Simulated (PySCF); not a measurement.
**TDDFT excited states: C6H17BN2**

Compound: C6H17BN2.
SMILES: `C[N+]1(C)[BH2-]CC[C@@H]1CN`

Computed, not measured: PySCF, TDDFT CAM-B3LYP/def2-SVPD, vertical, gas phase, core orbitals frozen in the response. The structure is a single PBE0-D3(BJ)/def2-SVP conformer in the gas phase; no vibrational or solvent corrections.

List the vertical singlet excitations with oscillator strengths and describe the spectrum.

| state | E (eV) | E (kJ/mol) | λ (nm) | f | main configurations (H = HOMO, L = LUMO) |
| --- | --- | --- | --- | --- | --- |
| S1 | 6.46 | 623 | 192.1 | 0.0097 | H-1→L (39%), H-1→L+1 (20%), H-2→L (18%) |
| S2 | 7.30 | 705 | 169.7 | 0.024 | H→L (47%), H→L+1 (20%), H→L+2 (12%) |
| S3 | 7.43 | 717 | 166.8 | 0.021 | H-2→L (35%), H-2→L+2 (21%), H-1→L (18%) |
| S4 | 7.51 | 725 | 165.1 | 0.0096 | H-1→L+2 (17%), H-1→L+1 (16%) |
| S5 | 7.86 | 758 | 157.8 | 0.013 | H→L+2 (25%), H-1→L+1 (10%), H-1→L (10%) |
| S6 | 7.87 | 759 | 157.5 | 0.012 | H→L+2 (33%), H-1→L+2 (15%) |
| S7 | 7.91 | 763 | 156.8 | 0.0083 | H→L+3 (30%), H→L (25%), H→L+1 (8%) |
| S8 | 7.98 | 770 | 155.3 | 0.040 | H-1→L+3 (43%), H-2→L+3 (10%), H-1→L+1 (10%) |
| S9 | 8.00 | 772 | 155.0 | 0.032 | H-2→L+2 (33%), H-2→L (16%), H-1→L (8%) |
| S10 | 8.06 | 778 | 153.8 | 0.0054 | H-2→L+3 (30%), H-2→L+1 (24%) |

Triplets, Tamm–Dancoff:

```
state  E (eV)  λ (nm)    main configurations (H = HOMO, L = LUMO)
   T1    6.16   201.4     H-1→L (35%), H-1→L+1 (23%), H-2→L (16%)
   T2    7.13   173.9         H→L (36%), H→L+1 (21%), H→L+3 (15%)
   T3    7.28   170.3     H-2→L (28%), H-2→L+2 (22%), H-1→L (14%)
   T4    7.34   168.8  H-1→L+2 (14%), H-1→L+1 (11%), H-1→L+3 (9%)
```

The lowest singlet comes at 192 nm (623 kJ/mol) in the vacuum ultraviolet; it is weak; its leading configuration is HOMO-1→LUMO (39%). The most intense listed level is S8 at 7.98 eV (155 nm, f = 0.040), 1.53 eV above S1. Löwdin shares by element: HOMO hydrogen 33% or more, boron 31%, carbon 12% or more (atoms not listed hold the other 24%); LUMO hydrogen 25% or more, carbon 14% or more (atoms not listed hold the other 61%). Weighted by f, the mean energy of these states is 7.70 eV. The listed states span 1.60 eV, and the widest gap between neighbours is 0.85 eV (S1 to S2). The oscillator strengths of these states sum to 0.176; summed over the whole spectrum of an exact calculation they would give the number of electrons, 72 (Thomas–Reiche–Kuhn). The window holds the lowest 10 singlets.

Without π bonds the low states are Rydberg-like; a valence basis with one diffuse set may place them up to an eV too high.
